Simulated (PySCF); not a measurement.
1,2,2-trisilylethylsilane (C₂H₁₄Si₄), SMILES [SiH3]C([SiH3])C([SiH3])[SiH3].

Coordinates come from a ωB97X-D3(BJ)/def2-SVP optimisation. One conformer was computed; it need not be the lowest.

Computed with M06-2X/def2-TZVP run with PySCF.

Symmetry labels are those of the subgroup C2 that the program uses (full group C2).

Computed valence orbital energies around the gap with their symmetry:
```json
[
 {"orbital": "HOMO−7", "symmetry": "B", "energy (eV)": "-10.96"},
 {"orbital": "HOMO−6", "symmetry": "A", "energy (eV)": "-10.86"},
 {"orbital": "HOMO−5", "symmetry": "B", "energy (eV)": "-10.73"},
 {"orbital": "HOMO−4", "symmetry": "A", "energy (eV)": "-10.69"},
 {"orbital": "HOMO−3", "symmetry": "B", "energy (eV)": "-10.57"},
 {"orbital": "HOMO−2", "symmetry": "A", "energy (eV)": "-10.40"},
 {"orbital": "HOMO−1", "symmetry": "B", "energy (eV)": "-9.41"},
 {"orbital": "HOMO", "symmetry": "A", "energy (eV)": "-9.04"},
 {"orbital": "LUMO", "symmetry": "A", "energy (eV)": "0.56"},
 {"orbital": "LUMO+1", "symmetry": "B", "energy (eV)": "1.08"},
 {"orbital": "LUMO+2", "symmetry": "A", "energy (eV)": "1.37"},
 {"orbital": "LUMO+3", "symmetry": "A", "energy (eV)": "1.45"}
]
```
